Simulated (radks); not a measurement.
Pt, 78 electrons, occupied as [Xe] 4f14 5d9 6p1 (not the ground configuration).

All-electron calculation, scalar-relativistic Kohn-Sham, PBE, spin-polarised, spherical densities, finite nucleus; open shells are filled with parallel spins first (spin-orbit coupling, left out, can overturn this in heavy ions); Fermi nuclear charge, rms radius 5.427 fm. Program: a radial shooting solver on a logarithmic mesh with Libxc functionals.

Energy parts (eV):
part                       energy
total                  -500948.21
kinetic                 558404.49
electron-nucleus      -1244468.00
Hartree                 194749.94
exchange-correlation     -9634.64

Orbitals (lengths in bohr, moments of r in powers of bohr; <r^-3> diverges for s and p1/2; r(90%) holds 90 % of the orbital's charge):
[
 {"orbital": "1s up", "occ.": "1", "eigenvalue (eV)": "-78398.56", "<r^-3>": "-", "r(90%)": "0.0313"},
 {"orbital": "1s down", "occ.": "1", "eigenvalue (eV)": "-78398.55", "<r^-3>": "-", "r(90%)": "0.0313"},
 {"orbital": "2s up", "occ.": "1", "eigenvalue (eV)": "-13775.10", "<r^-3>": "-", "r(90%)": "0.112"},
 {"orbital": "2s down", "occ.": "1", "eigenvalue (eV)": "-13775.04", "<r^-3>": "-", "r(90%)": "0.112"},
 {"orbital": "2p up", "occ.": "3", "eigenvalue (eV)": "-11942.20", "<r^-3>": "24240", "r(90%)": "0.106"},
 {"orbital": "2p down", "occ.": "3", "eigenvalue (eV)": "-11942.15", "<r^-3>": "24240", "r(90%)": "0.106"},
 {"orbital": "3s up", "occ.": "1", "eigenvalue (eV)": "-3237.191", "<r^-3>": "-", "r(90%)": "0.274"},
 {"orbital": "3s down", "occ.": "1", "eigenvalue (eV)": "-3237.167", "<r^-3>": "-", "r(90%)": "0.274"},
 {"orbital": "3p up", "occ.": "3", "eigenvalue (eV)": "-2703.122", "<r^-3>": "5516", "r(90%)": "0.281"},
 {"orbital": "3p down", "occ.": "3", "eigenvalue (eV)": "-2703.095", "<r^-3>": "5516", "r(90%)": "0.281"},
 {"orbital": "3d up", "occ.": "5", "eigenvalue (eV)": "-2122.940", "<r^-3>": "690.2", "r(90%)": "0.264"},
 {"orbital": "3d down", "occ.": "5", "eigenvalue (eV)": "-2122.894", "<r^-3>": "690.2", "r(90%)": "0.264"},
 {"orbital": "4s up", "occ.": "1", "eigenvalue (eV)": "-697.1091", "<r^-3>": "-", "r(90%)": "0.595"},
 {"orbital": "4s down", "occ.": "1", "eigenvalue (eV)": "-697.0472", "<r^-3>": "-", "r(90%)": "0.595"},
 {"orbital": "4p up", "occ.": "3", "eigenvalue (eV)": "-521.8893", "<r^-3>": "1318", "r(90%)": "0.641"},
 {"orbital": "4p down", "occ.": "3", "eigenvalue (eV)": "-521.8315", "<r^-3>": "1318", "r(90%)": "0.641"},
 {"orbital": "4d up", "occ.": "5", "eigenvalue (eV)": "-308.7861", "<r^-3>": "143.6", "r(90%)": "0.699"},
 {"orbital": "4d down", "occ.": "5", "eigenvalue (eV)": "-308.7190", "<r^-3>": "143.6", "r(90%)": "0.699"},
 {"orbital": "5s up", "occ.": "1", "eigenvalue (eV)": "-103.9047", "<r^-3>": "-", "r(90%)": "1.36"},
 {"orbital": "5s down", "occ.": "1", "eigenvalue (eV)": "-103.4671", "<r^-3>": "-", "r(90%)": "1.36"},
 {"orbital": "4f up", "occ.": "7", "eigenvalue (eV)": "-72.0430", "<r^-3>": "27.13", "r(90%)": "0.834"},
 {"orbital": "4f down", "occ.": "7", "eigenvalue (eV)": "-71.9426", "<r^-3>": "27.15", "r(90%)": "0.833"},
 {"orbital": "5p up", "occ.": "3", "eigenvalue (eV)": "-58.2568", "<r^-3>": "214.7", "r(90%)": "1.61"},
 {"orbital": "5p down", "occ.": "3", "eigenvalue (eV)": "-57.7064", "<r^-3>": "215.7", "r(90%)": "1.61"},
 {"orbital": "5d up", "occ.": "5", "eigenvalue (eV)": "-8.3567", "<r^-3>": "11.61", "r(90%)": "2.65"},
 {"orbital": "5d down", "occ.": "4", "eigenvalue (eV)": "-7.6306", "<r^-3>": "11.74", "r(90%)": "2.64"},
 {"orbital": "6p up", "occ.": "1", "eigenvalue (eV)": "-2.0734", "<r^-3>": "8.785", "r(90%)": "7.01"}
]

The highest occupied level is 6p up at -2.073 eV. Summed over all electrons, <r^2> = 73.76 bohr^2, which gives a Langevin (diamagnetic) susceptibility term of -58.4 x 10^-6 cm^3/mol. The electron density at the nucleus is 2.116e+06 e/bohr^3 (large components only). The spin density at the nucleus is -4.783 e/bohr^3 (1s -0.119, 2s -0.504, 3s 0.051, 4s 0.627, 5s -4.838).
